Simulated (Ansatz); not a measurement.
Reaction (redistribution): `BSC` + `FC#C[CH2][GeH3]` → `BCC#CF` + `C[S][GeH3]`

Gas-phase electronic energies from Ansatz, PBE0-D4/def2-TZVP geometries. CCSD(T)/CBS adds triple-zeta CCSD(T) − MP2 to the extrapolated MP2 energy (def2 sets, frozen cores). DFT in def2-TZVPP. B3LYP here is the variant with VWN-RPA as its local correlation; programs differ in this. For Ge outer-core shells are correlated without core-valence functions, which leaves a few kJ/mol of doubt a bond. Scalar relativity is left out up to krypton.

```json
{"level": "PBE-D4", "ΔE (kJ/mol)": "55.7", "difference from CCSD(T)/CBS": "5.4"}
{"level": "r2SCAN-D4", "ΔE (kJ/mol)": "52.7", "difference from CCSD(T)/CBS": "2.4"}
{"level": "PBE0-D4", "ΔE (kJ/mol)": "49.9", "difference from CCSD(T)/CBS": "-0.4"}
{"level": "B3LYP-D4", "ΔE (kJ/mol)": "48.0", "difference from CCSD(T)/CBS": "-2.3"}
{"level": "ωB97X-V", "ΔE (kJ/mol)": "45.7", "difference from CCSD(T)/CBS": "-4.6"}
{"level": "ωB97M-V", "ΔE (kJ/mol)": "47.0", "difference from CCSD(T)/CBS": "-3.3"}
{"level": "B2PLYP", "ΔE (kJ/mol)": "50.2", "difference from CCSD(T)/CBS": "-0.1"}
{"level": "PBE", "ΔE (kJ/mol)": "55.7", "difference from CCSD(T)/CBS": "5.4"}
{"level": "r2SCAN", "ΔE (kJ/mol)": "52.7", "difference from CCSD(T)/CBS": "2.4"}
{"level": "PBE0", "ΔE (kJ/mol)": "49.9", "difference from CCSD(T)/CBS": "-0.4"}
{"level": "B3LYP", "ΔE (kJ/mol)": "48.1", "difference from CCSD(T)/CBS": "-2.2"}
{"level": "HF/def2-TZVPP", "ΔE (kJ/mol)": "29.4", "difference from CCSD(T)/CBS": "-20.9"}
{"level": "MP2/def2-TZVPP", "ΔE (kJ/mol)": "54.4", "difference from CCSD(T)/CBS": "4.1"}
{"level": "SCS-MP2/def2-TZVPP", "ΔE (kJ/mol)": "50.1", "difference from CCSD(T)/CBS": "-0.2"}
{"level": "CCSD/def2-TZVPP", "ΔE (kJ/mol)": "49.2", "difference from CCSD(T)/CBS": "-1.1"}
{"level": "CCSD(T)/def2-TZVPP", "ΔE (kJ/mol)": "53.4", "difference from CCSD(T)/CBS": "3.1"}
{"level": "HF/def2-QZVPP", "ΔE (kJ/mol)": "28.6", "difference from CCSD(T)/CBS": "-21.7"}
{"level": "MP2/def2-QZVPP", "ΔE (kJ/mol)": "52.4", "difference from CCSD(T)/CBS": "2.1"}
{"level": "SCS-MP2/def2-QZVPP", "ΔE (kJ/mol)": "48.1", "difference from CCSD(T)/CBS": "-2.2"}
{"level": "HF/CBS(def2)", "ΔE (kJ/mol)": "28.5", "difference from CCSD(T)/CBS": "-21.8"}
{"level": "MP2/CBS(def2)", "ΔE (kJ/mol)": "51.3", "difference from CCSD(T)/CBS": "1.0"}
{"level": "CCSD/CBS(def2)", "ΔE (kJ/mol)": "46.1", "difference from CCSD(T)/CBS": "-4.2"}
{"level": "CCSD(T)/CBS", "ΔE (kJ/mol)": "50.3", "difference from CCSD(T)/CBS": "0"}
```

Largest T1 diagnostic among the species: 0.014.

From PBE to PBE0 (25 % exact exchange), in def2-TZVPP and without D4, ΔE moves by −5.8 kJ/mol. In def2-TZVPP, CCSD(T) changes the Hartree–Fock value by +24.0 kJ/mol (the triples alone add +4.2 kJ/mol) and MP2 by +25.0 kJ/mol.
